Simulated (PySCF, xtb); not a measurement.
Sn(Me)2(Cl)2 (C2H6Cl2Sn), SMILES [CH3][Sn]([CH3])([Cl])[Cl].

xtb 6.7.1 with GFN2-xTB at its own geometry gives an orbital gap of 3.45 eV and a dipole moment of 4.62 D.

Geometry: r2SCAN-D4/def2-SVP. The isomer is the one that the SMILES or the coordinates give; other isomers of the formula were not compared. The def2 effective core potentials stand for the cores of Sn; spin–orbit coupling is left out.

### Question
What does PySCF with PBE0/def2-TZVP give? (An estimate is asked for; the answer gives what the named calculation found.)

### Answer
gap 7.27 eV (levels -8.33 and -1.05 eV), dipole 3.98 D.
